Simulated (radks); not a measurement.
Valence configurations of Ni II (all share [Ar]). All-electron calculation, Dirac Kohn-Sham, PBE, spin-unpolarised, spherical densities, finite nucleus; open shells are shared between the two j in proportion to 2j + 1; Fermi nuclear charge, rms radius 3.7757 fm. Program: a radial shooting solver on a logarithmic mesh with Libxc functionals. Energies are relative to 3d9; eigenvalues in eV.

valence          E (eV)  e(3d3/2)  e(3d5/2)  e(4p1/2)  e(4p3/2)  e(4s1/2)
3d9               0.000   -13.096   -12.875         -         -         -
3d7 4s2           9.801   -24.157   -23.893         -         -   -14.991
3d7 4p2          22.569   -27.179   -26.913   -10.307   -10.166         -
3d8 4s1           3.005   -18.069   -17.827         -         -   -13.183
3d8.5 4p0.5       3.761   -16.246   -16.014    -7.529    -7.436         -
3d8 4p1           8.688   -19.665   -19.422    -8.478    -8.369         -
3d7 4s1 4p1      16.110   -25.711   -25.446    -9.607    -9.473   -15.905
3d6 4s2 4p1      28.271   -32.677   -32.389   -10.775   -10.611   -17.691
3d4 4s2 4p3      86.816   -51.450   -51.110   -14.294   -14.050   -22.628
3d4.5 4s2 4p2.5  69.275   -46.561   -46.234   -13.442   -13.219   -21.439

NIST lists [Ar] 3d9 as the ground configuration; this level of theory agrees among the configurations tried. The energies are those of spherical spin-averaged densities, not of single terms.
